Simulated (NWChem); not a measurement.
System: AlH₂O₂ cation; SMILES [OH][Al+][OH]

Here is an NWChem input.

```
start job
memory heap 200 mb stack 900 mb global 1100 mb
charge 1
geometry units angstroms noautoz
  Al    -0.006542     0.115062     0.013831
  O      1.166123     0.310029    -1.054658
  H      1.867487     0.426731    -1.694177
  O     -1.179019    -0.078985     1.082629
  H     -1.880583    -0.195921     1.721951
end
basis spherical
  Al library pcseg-1
  O library pcseg-1
  H library pcseg-1
end
dft
  xc pbe0
  iterations 150
  mulliken
end
task dft energy
```

Coordinates come from a PBE0/def2-SVP optimisation.

Predict the main results of this run. (PBE0/pcseg-1.) Quantities: basis functions; energy (Ha); highest occupied level (eV); orbital gap (eV).


```
Property                       Value
---------------------------  -------
number of basis functions         56
energy (Ha)                  -393.55
highest occupied level (eV)   -16.04
orbital gap (eV)                7.61
```
